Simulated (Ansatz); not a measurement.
Relaxation of C₂H₃FOSi (8 atoms, charge 0, multiplicity 1), to a largest force component of 0.015 eV/Å in at most 40 steps.

These are results of RKS PBE0-D4/def2-SVP in Ansatz, not measurements.

```xyz
8
Properties=species:S:1:pos:R:3:forces:R:3
O -1.147 1.162 0.654 -3.10 1.91 -1.37
Si 0.287 0.497 0.704 2.33 -1.71 1.88
C 0.266 -1.129 -0.024 3.59 2.39 0.39
C 1.026 -0.242 -0.758 -3.38 -1.31 -0.88
F 0.673 -0.136 -2.075 1.75 0.34 -0.24
H -1.650 1.167 -0.214 1.01 -0.03 1.72
H 0.992 0.482 2.027 -0.25 0.98 -0.30
H -0.355 -1.857 -0.368 -1.95 -2.57 -1.20
```

Q: Where does it end, and by what steps?

A: The forces met the threshold. After 10 steps the energy has fallen by 1.686 eV; F5 moved furthest, 0.65 Å.

```tsv
step	energy less start (eV)	largest force component (eV/Å)	accepted
0	0.0000	3.587	yes
1	-0.9390	2.101	yes
2	-1.3414	2.296	yes
3	-1.5237	1.368	yes
4	-1.6456	0.746	yes
5	-1.6790	0.419	yes
6	-1.6822	0.144	yes
7	-1.6853	0.113	yes
8	-1.6856	0.039	yes
9	-1.6857	0.021	yes
10	-1.6857	0.001	yes
```

```xyz
8
Properties=species:S:1:pos:R:3
O -1.149 1.416 0.870
Si 0.137 0.396 0.656
C 0.079 -1.199 -0.224
C 0.728 -0.250 -0.919
F 1.318 -0.232 -2.097
H -1.841 1.391 0.202
H 0.998 0.674 1.827
H -0.177 -2.253 -0.370
```

Whether the end is a true minimum wasn't checked by a vibrational analysis.

Run time: 43 s on 1 thread of Arm Neoverse V1, on a shared host, peak memory 0.17 GiB.
